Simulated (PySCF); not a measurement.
GeI2Me2, C₂H₆GeI₂.
SMILES: `[CH3][Ge]([CH3])([I])[I]`

A linear-response calculation (PySCF, def2-SVPD basis, gas phase, vertical, core orbitals frozen in the response) gave these numbers; the functional is withheld.

Orbital energies (eV): HOMO-3 -7.81, HOMO-2 -7.60, HOMO-1 -7.55, HOMO -7.35, LUMO -1.52, LUMO+1 -0.21, LUMO+2 0.18.

```json
{"state": "S1", "E (eV)": "4.69", "f": "0.052", "main configurations (H = HOMO, L = LUMO)": "H→L (96%)"}
{"state": "S2", "E (eV)": "4.80", "f": "0.011", "main configurations (H = HOMO, L = LUMO)": "H-1→L (98%)"}
{"state": "S3", "E (eV)": "4.82", "f": "0.0003", "main configurations (H = HOMO, L = LUMO)": "H-2→L (98%)"}
{"state": "S4", "E (eV)": "5.06", "f": "0.011", "main configurations (H = HOMO, L = LUMO)": "H-3→L (97%)"}
{"state": "S5", "E (eV)": "5.99", "f": "0.0031", "main configurations (H = HOMO, L = LUMO)": "H→L+1 (95%)"}
{"state": "S6", "E (eV)": "6.16", "f": "0.0000", "main configurations (H = HOMO, L = LUMO)": "H-1→L+1 (95%)"}
```

Triplets, Tamm–Dancoff:

```
state  E (eV)  λ (nm)  main configurations (H = HOMO, L = LUMO)
   T1    4.18   296.8                                 H→L (97%)
   T2    4.41   281.2                               H-1→L (93%)
   T3    4.45   278.8                               H-2→L (93%)
   T4    4.64   267.4                               H-3→L (93%)
```

Vertical ionisation energy by ΔSCF with the same functional: 9.13 eV. Mean static polarisability: 129.3 au.

**Question.** Which of these was used?
A. wB97X-D
B. HF
C. PBE
D. PBE0

**Answer.** D. PBE0 is a global hybrid with 25% exact exchange. In this run −ε(HOMO) = 7.35 eV differs from the ΔSCF value by -1.78 eV, and S1 differs from the orbital gap of 5.83 eV by -1.14 eV. The ratio −ε(HOMO)/IP is 0.81. Small neutral molecules mostly give 0.7 to 0.83 with PBE0, 0.5 to 0.7 with PBE, 0.89 to 0.99 with wB97X-D; Hartree–Fock can't fall below 1, since the ion's relaxation only lowers the ΔSCF value.

The calculation used TDDFT PBE0/def2-SVPD, vertical, gas phase, core orbitals frozen in the response, def2 core potentials past Kr (PySCF 2.14.0, density-fitted response routines). Geometry: PBE0-D3(BJ)/def2-SVP; no solvent, vibrations or thermal averaging. Spin–orbit coupling is left out.
